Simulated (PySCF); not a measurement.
H4Si2, neutral, multiplicity 1.

```xyz
6

Si     0.1086    -1.3054     0.0000
H     -1.4115    -1.3279     0.0000
Si     0.0036     1.0603     0.0000
H     -0.7433     1.5116     1.2074
H     -0.7433     1.5116    -1.2074
H      1.3269     1.7366     0.0000
```

Coordinates come from a ωB97X-D3(BJ)/def2-TZVP optimisation. The isomer is the one that the SMILES or the coordinates give; other isomers of the formula were not compared.

Level of theory: PBE/pcSseg-2 run with PySCF. Non-relativistic, no solvent.

Computed absolute GIAO shielding of each atom: isotropic value and principal components (ppm):
| atom | σ(iso) | σ11 | σ22 | σ33 | span |
|---|---|---|---|---|---|
| Si1 | -820.5 | -2543.4 | -480.2 | 562.0 | 3105.4 |
| H2 | 10.4 | -15.8 | 20.6 | 26.3 | 42.1 |
| Si3 | 406.2 | 368.8 | 398.5 | 451.4 | 82.5 |
| H4 | 27.1 | 23.5 | 26.6 | 31.1 | 7.6 |
| H5 | 27.1 | 23.5 | 26.6 | 31.1 | 7.6 |
| H6 | 26.6 | 25.1 | 25.1 | 29.5 | 4.5 |
